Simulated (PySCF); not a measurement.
An equivalent PySCF input for Zn (zinc, neutral), [Ar] 3d10 4s2, closed-shell 1S, with the spin-free X2C one-electron Hamiltonian (Gaussian nucleus):

```python
from pyscf import gto, scf, dft, mp, cc
import basis_set_exchange as bse
mol = gto.M(atom="Zn 0 0 0", charge=0, spin=0, symmetry="D2h",
            basis=gto.basis.parse(bse.get_basis("aug-cc-pVDZ-DK", elements=["Zn"], fmt="nwchem", header=False)),
            nucmod="G")
mf = dft.UKS(mol, xc="PBE").sfx2c1e()
mf.irrep_nelec = {'Ag': (6, 6), 'B1g': (1, 1), 'B2g': (1, 1), 'B3g': (1, 1), 'B1u': (2, 2), 'B2u': (2, 2), 'B3u': (2, 2)}
mf.kernel()
```

It reaches the same state as the run whose output follows, with an energy that differs only through the grid. The run itself started from symmetry-adapted Hartree-Fock orbitals and held the occupation by maximum overlap, on a logarithmic radial grid, so the iterations belong to that start.

```
SCF conv_tol = 1e-09
number electrons alpha = 15  beta = 15
XC functionals = PBE
    J. P. Perdew, K. Burke, and M. Ernzerhof.,  Phys. Rev. Lett. 77, 3865 (1996)
    J. P. Perdew, K. Burke, and M. Ernzerhof.,  Phys. Rev. Lett. 78, 1396 (1997)
    J. P. Perdew, K. Burke, and M. Ernzerhof.,  Phys. Rev. Lett. 77, 3865 (1996)
    J. P. Perdew, K. Burke, and M. Ernzerhof.,  Phys. Rev. Lett. 78, 1396 (1997)
cycle= 1 E= -1795.64762845152  delta_E= -0.00268  |g|= 0.411  |ddm|= 0.512
cycle= 2 E= -1795.54109042413  delta_E= 0.107  |g|= 0.946  |ddm|= 0.76
cycle= 3 E= -1795.67395777357  delta_E= -0.133  |g|= 0.0272  |ddm|= 0.527
cycle= 4 E= -1795.6741143294  delta_E= -0.000157  |g|= 0.00515  |ddm|= 0.0342
cycle= 5 E= -1795.67411987331  delta_E= -5.54e-06  |g|= 4.67e-05  |ddm|= 0.00598
cycle= 6 E= -1795.6741198739  delta_E= -5.87e-10  |g|= 1.82e-06  |ddm|= 0.000146
converged SCF energy = -1795.6741198739  <S^2> = 5.6843419e-14  2S+1 = 1
```
